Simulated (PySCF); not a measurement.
TiIH3, SMILES [TiH3][I], multiplicity 1. Geometry optimised at PBE0-D3(BJ)/def2-TZVP. The spin state was assumed, not searched. The structure was generated by enumeration; whether it is a known compound was not checked. The def2 effective core potentials stand for the cores of I; spin–orbit coupling is left out.

Computed equilibrium geometry at PBE0-D3(BJ)/def2-TZVP (PySCF confirms it by a frequency run) as Cartesian coordinates in Å, and its point group:
point group C3v.
```xyz
5

Ti     0.0000     0.0000     1.6989
I      0.0000     0.0000    -0.8325
H     -1.3810     0.7973     2.2480
H      0.0000    -1.5947     2.2480
H      1.3810     0.7973     2.2480
```
Charge 0, spin multiplicity 1.
